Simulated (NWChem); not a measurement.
System: C$_{3}$H$_{5}$, doublet; SMILES C=[C]C

Here is an NWChem input.

```
start job
memory heap 200 mb stack 900 mb global 1100 mb
geometry units angstroms noautoz
  C      0.087530    -1.353071    -0.000038
  C     -0.383790    -0.126600    -0.000191
  C      0.067203     1.265149    -0.000393
  H     -0.567922    -2.231693    -0.000361
  H      1.172424    -1.552582     0.000546
  H      1.172919     1.329898     0.003268
  H     -0.298461     1.804487    -0.889366
  H     -0.304423     1.806866     0.884645
end
basis spherical
  C library 6-31g*
  H library 6-31g*
end
dft
  odft
  mult 2
  xc xwpbe 0.80 cpbe96 1.0 hfexch 1.00
  cam 0.2 cam_alpha 0.2 cam_beta 0.8
  iterations 150
  mulliken
end
task dft energy
```

NWChem printed, in part:

```
             Northwest Computational Chemistry Package (NWChem) 7.3.0
             --------------------------------------------------------

 C1  symmetry detected

                             Geometry "geometry" -> ""
                             -------------------------

 Output coordinates in angstroms (scale by  1.889725989 to convert to a.u.)

  No.       Tag          Charge          X              Y              Z
 ---- ---------------- ---------- -------------- -------------- --------------
    1 C                    6.0000     0.09741318    -1.34732612    -0.00003008
    2 C                    6.0000    -0.37499531    -0.12127396     0.00011737
    3 C                    6.0000     0.07476209     1.27087483    -0.00002572
    4 H                    1.0000    -0.55725874    -2.22652954    -0.00028420
    5 H                    1.0000     1.18248397    -1.54587409     0.00021661
    6 H                    1.0000     1.18042118     1.33660482     0.00332769
    7 H                    1.0000    -0.29163491     1.81000784    -0.88882124
    8 H                    1.0000    -0.29709129     1.81214245     0.88519170

 Effective nuclear repulsion energy (a.u.)      63.6684545507

  pbe96 is a nonlocal functional; adding pw91lda local functional.

                                 NWChem DFT Module
                                 -----------------

 Summary of "ao basis" -> "ao basis" (spherical)
 ------------------------------------------------------------------------------
       Tag                 Description            Shells   Functions and Types
 ---------------- ------------------------------  ------  ---------------------
 C                           6-31g*                  6       14   3s2p1d
 H                           6-31g*                  2        2   2s

            General Information
            -------------------
          SCF calculation type: DFT
          Wavefunction type:  spin polarized.
          No. of atoms     :     8
          No. of electrons :    23
           Alpha electrons :    12
            Beta electrons :    11
          Charge           :     0
          Spin multiplicity:     2
          Use of symmetry is: off; symmetry adaption is: off
          Maximum number of iterations: 150
          AO basis - number of functions:    52
                     number of shells:    28
          Convergence on energy requested:  1.00D-06
          Convergence on density requested:  1.00D-05
          Convergence on gradient requested:  5.00D-04

              XC Information
              --------------
                     Hartree-Fock (Exact) Exchange  1.000
                     LC-wPBE(h)Exchange Functional  0.800
            Perdew 1991 LDA Correlation Functional  1.000 local
           PerdewBurkeErnz. Correlation Functional  1.000 non-local

           Range-Separation Parameters
           ---------------------------
           Alpha           :  0.20
           Beta            :  0.80
           Gamma           :  0.20
           Short-Range HF  :     F

             Grid Information
             ----------------
          Grid used for XC integration:  medium
          Radial quadrature: Mura-Knowles
          Angular quadrature: Lebedev.
          Tag              B.-S. Rad. Rad. Pts. Rad. Cut. Ang. Pts.
          ---              ---------- --------- --------- ---------
          C                   0.70       49          10.0       434
          H                   0.35       45          10.0       434
          Grid pruning is: on
          Number of quadrature shells:   372
          Spatial weights used:  Erf1

      Superposition of Atomic Density Guess
      -------------------------------------

 Sum of atomic energies:        -115.47192514

      Non-variational initial energy
      ------------------------------

 Total energy =    -117.152118
 1-e energy   =    -279.390222
 2-e energy   =      98.569649
 HOMO         =      -0.130288
 LUMO         =       0.054580

     ---------------------------------------------
      Total Density - Mulliken Population Analysis
     ---------------------------------------------

    Atom       Charge   Shell Charges
 -----------   ------   -------------------------------------------------------
    1 C    6     6.63   2.00  0.74  2.00  0.63  1.23  0.03
    2 C    6     5.89   2.00  0.75  1.70  0.59  0.83  0.03
    3 C    6     6.68   2.00  0.71  2.01  0.68  1.24  0.03
    4 H    1     0.76   0.45  0.31
    5 H    1     0.77   0.45  0.32
    6 H    1     0.76   0.45  0.31
    7 H    1     0.75   0.46  0.30
    8 H    1     0.76   0.46  0.30

     --------------------------------------------
      Spin Density - Mulliken Population Analysis
     --------------------------------------------

    Atom       Charge   Shell Charges
 -----------   ------   -------------------------------------------------------
    1 C    6     0.04   0.00  0.01  0.02 -0.00 -0.00  0.01
    2 C    6     0.72   0.00  0.02  0.37  0.06  0.26  0.00
    3 C    6     0.04   0.00  0.01  0.03 -0.00  0.00  0.01
    4 H    1     0.03   0.02  0.01
    5 H    1     0.10   0.04  0.06
    6 H    1     0.07   0.03  0.04
    7 H    1     0.00   0.00  0.00
    8 H    1     0.00   0.00  0.00

   convergence    iter        energy       DeltaE   RMS-Dens  Diis-err
 ---------------- ----- ----------------- --------- --------- ---------
 d= 0,ls=0.0,diis     1   -117.0612277211 -1.81D+02  4.70D-03  5.91D-02
                                                     3.44D-03  5.12D-02
 d= 0,ls=0.0,diis     2   -117.0924596815 -3.12D-02  1.68D-03  4.40D-03
                                                     1.43D-03  6.29D-03
 d= 0,ls=0.0,diis     3   -117.0943158927 -1.86D-03  1.00D-03  4.57D-03
                                                     5.73D-04  3.05D-03
 d= 0,ls=0.0,diis     4   -117.0964455777 -2.13D-03  3.28D-04  3.67D-05
                                                     3.00D-04  2.06D-04
 d= 0,ls=0.0,diis     5   -117.0966549824 -2.09D-04  2.22D-04  5.98D-05
                                                     1.14D-04  2.03D-05
  Resetting Diis
 d= 0,ls=0.0,diis     6   -117.0967305283 -7.55D-05  1.81D-04  8.65D-06
                                                     1.67D-04  1.29D-05
 d= 0,ls=0.0,diis     7   -117.0967837334 -5.32D-05  5.77D-05  3.63D-06
                                                     5.68D-05  3.63D-06
 d= 0,ls=0.0,diis     8   -117.0967956961 -1.20D-05  1.05D-04  2.03D-06
                                                     1.08D-04  2.30D-06
 d= 0,ls=0.0,diis     9   -117.0968100315 -1.43D-05  7.76D-05  8.94D-07
                                                     7.60D-05  5.78D-07
 d= 0,ls=0.0,diis    10   -117.0968139816 -3.95D-06  1.44D-05  2.38D-08
                                                     1.32D-05  5.91D-08
 d= 0,ls=0.0,diis    11   -117.0968141236 -1.42D-07  4.18D-06  5.32D-09
                                                     2.35D-06  4.00D-09

         Total DFT energy =     -117.096814123602
      One electron energy =     -282.087988646066
           Coulomb energy =      119.270800960328
    Exchange-Corr. energy =      -17.948080988582
 Nuclear repulsion energy =       63.668454550717

 Numeric. integr. density =       23.000003968493

                    DFT Final Alpha Molecular Orbital Analysis
                    ------------------------------------------

 Vector   10  Occ=1.000000D+00  E=-4.716939D-01
              MO Center=  1.1D-02, -4.3D-03,  8.6D-04, r^2= 3.4D+00
   Bfn.  Coefficient  Atom+Function         Bfn.  Coefficient  Atom+Function
  ----- ------------  ---------------      ----- ------------  ---------------
    32      0.269506  3 C  py                 4      0.266211  1 C  py
    18     -0.215067  2 C  py                31     -0.211606  3 C  px
    43     -0.199152  4 H  s                  3      0.172072  1 C  px
    44     -0.172071  4 H  s                 47     -0.141861  6 H  s
    36      0.140048  3 C  py                51      0.128911  8 H  s

 Vector   11  Occ=1.000000D+00  E=-3.369921D-01
              MO Center= -1.3D-01, -5.1D-01, -2.6D-04, r^2= 1.9D+00
   Bfn.  Coefficient  Atom+Function         Bfn.  Coefficient  Atom+Function
  ----- ------------  ---------------      ----- ------------  ---------------
    19      0.395638  2 C  pz                 5      0.385414  1 C  pz
     9      0.280615  1 C  pz                23      0.266964  2 C  pz
    33     -0.132792  3 C  pz                50      0.123657  7 H  s
    52     -0.123303  8 H  s                 49      0.103525  7 H  s
    51     -0.103165  8 H  s                 37     -0.066990  3 C  pz

 Vector   12  Occ=1.000000D+00  E=-2.903588D-01
              MO Center= -3.0D-01, -1.8D-01,  3.7D-04, r^2= 2.1D+00
   Bfn.  Coefficient  Atom+Function         Bfn.  Coefficient  Atom+Function
  ----- ------------  ---------------      ----- ------------  ---------------
    17      0.540160  2 C  px                21      0.438531  2 C  px
    20     -0.267233  2 C  s                 46     -0.232371  5 H  s
    48     -0.218890  6 H  s                 45     -0.145232  5 H  s
    47     -0.133780  6 H  s                 44      0.132584  4 H  s
    31     -0.131359  3 C  px                 3     -0.126352  1 C  px

 Vector   13  Occ=0.000000D+00  E= 1.012980D-01
              MO Center= -1.2D-01, -5.7D-01, -3.6D-04, r^2= 2.5D+00
   Bfn.  Coefficient  Atom+Function         Bfn.  Coefficient  Atom+Function
  ----- ------------  ---------------      ----- ------------  ---------------
     9      0.632713  1 C  pz                23     -0.572856  2 C  pz
    19     -0.425486  2 C  pz                 5      0.404380  1 C  pz
    50     -0.322439  7 H  s                 52      0.320458  8 H  s
    37     -0.126444  3 C  pz                49     -0.097547  7 H  s
    51      0.097168  8 H  s                 39      0.035169  3 C  d -1

[...]
```

Level: LRC-wPBEh/6-31G* (spherical d), spin-unrestricted. Structure relaxed at the PBE0/def2-SVP, spin-unrestricted level. No stability test was run on the SCF state.
